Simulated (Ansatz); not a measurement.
H8N2OSi2 (`N[SiH2][SiH](N)O`). Total charge 0; spin multiplicity 1. All single points use the PBE0-D4/def2-TZVP geometry. It is one conformer, not always the lowest.

```xyz
13

N     1.898   -0.388    1.407
Si    1.203    0.704    0.273
Si   -1.007    0.013   -0.044
N    -1.561    0.538   -1.574
O    -0.884   -1.628    0.189
H     1.581   -1.345    1.385
H     2.864   -0.323    1.683
H     1.875    0.755   -1.068
H     1.282    2.094    0.805
H    -2.016    0.555    0.911
H    -2.531    0.713   -1.773
H    -1.009    0.452   -2.411
H    -1.695   -2.138    0.217
```

Problem. What is the dipole moment at ωB97M-V/def2-TZVPP? (An estimate is asked.)

Solution. Ansatz gave: 1.93 D, with components (-1.12, -1.16, -1.06) D in this frame, pointing from negative to positive charge.

Problem. And with PBE, r2SCAN, B3LYP? (An estimate is asked.)

Solution. Ansatz gave: PBE 1.91 D, r2SCAN 1.94 D, B3LYP 1.90 D.

Problem. Give the Mulliken charges with ωB97M-V, r2SCAN, PBE in def2-TZVPP. (Best estimate.)

Solution. The calculation gave: 
```
atom  ωB97M-V  r2SCAN    PBE
  N1    -0.37   -0.45  -0.38
 Si2     0.24    0.34   0.23
 Si3     0.43    0.51   0.39
  N4    -0.36   -0.45  -0.38
  O5    -0.38   -0.42  -0.35
  H6     0.13    0.16   0.16
  H7     0.10    0.14   0.14
  H8    -0.08   -0.13  -0.11
  H9    -0.05   -0.09  -0.07
 H10    -0.07   -0.12  -0.11
 H11     0.12    0.16   0.15
 H12     0.12    0.16   0.15
 H13     0.17    0.19   0.18
```

B3LYP here is the variant with VWN-RPA as its local correlation; programs differ in this.
